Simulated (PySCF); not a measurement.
Two structures of ZnH₂ClF, singlet, reached by relaxing down either side of one saddle point (PBE0-D4/def2-TZVP). Energies are electronic, without zero-point energy. Program: PySCF 2.14 with density fitting (its default auxiliary sets; JK sets also for MP2 and CCSD(T)). Basis: def2-TZVPP and def2-QZVPP. Cores are frozen in the correlated methods. The 3s and 3p shells of Cu and Zn are frozen; filled d shells are correlated. Extrapolation: Hartree–Fock as exp(−7.88 √X), correlation as X^−2.97. First:

Zn1  (-0.677, -0.434, -0.582)
H2  (-0.212, -1.723, 0.102)
Cl3  (-1.521, 1.149, -1.693)
H4  (1.360, 0.177, 1.337)
F5  (0.954, 0.826, 0.820)
(Å)

Second:

Zn1  (-0.519, 0.685, -0.736)
H2  (0.325, -1.322, 0.591)
Cl3  (-1.914, -0.499, -1.723)
H4  (0.766, -0.770, 0.847)
F5  (0.611, 1.777, 0.024)
(Å)

Task: Which bonds change from the first to the second?

Result: ZnHCl ([Cl][ZnH]) + HF → ZnClF + H₂; bonds formed: Zn1–F5, H2–H4; bonds broken: Zn1–H2, H4–F5.

Task: Give the saddle point's structure and its height above each. (Judge from chemistry; the value comes from the calculation.)

Result: Computed: 17.06 kcal/mol above the first and 24.69 kcal/mol above the second (CCSD(T) at an estimated basis limit (MP2 extrapolated from triple and quadruple zeta, plus CCSD(T) − MP2 in triple zeta)).
```xyz
5
angstrom
Zn -0.3962 -0.0280 -0.3858
H 0.5513 -1.0054 0.7347
Cl -1.8841 -0.0073 -1.8587
H 0.8765 -0.0837 0.8812
F 0.8524 1.1245 0.6286
```

T1 diagnostic: at most 0.016.

Labels in which every atom is bracketed show which atoms are joined, not bond orders.

For scale, one of the runs: CCSD(T)/def2-TZVPP, 165 basis functions, launched by `OMP_NUM_THREADS=4 python run.py`. Time: 3 min of wall clock on 4 CPU threads of an Arm Neoverse V2; the host was shared. Peak host memory: 1.6 GiB.
